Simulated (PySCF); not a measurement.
**[Ti(Cl)4] (charge 0, multiplicity 1)**

Level of theory: TPSSh-D3(BJ)/def2-TZVP // BP86-D3(BJ)/def2-SVP (PySCF 2.14.0).

```yaml
HOMO: -8.92 eV
dipole_moment: 0.00 D
HOMO–LUMO gap: 4.60 eV
LUMO: -4.32 eV
charge on the central atom (Mulliken): 1.10 e
charge on the central atom (meta-Löwdin): 1.12 e
total_energy: -2690.6973 Ha
cost: roughly 5 core-minutes
```

```xyz
5

Ti     0.0021     0.0122    -0.0035
Cl     1.4206    -0.9701     1.3194
Cl     1.0727     0.9675    -1.6368
Cl    -1.1030     1.5165     1.1105
Cl    -1.3825    -1.4583    -0.8081
```
Charge 0, spin multiplicity 1.
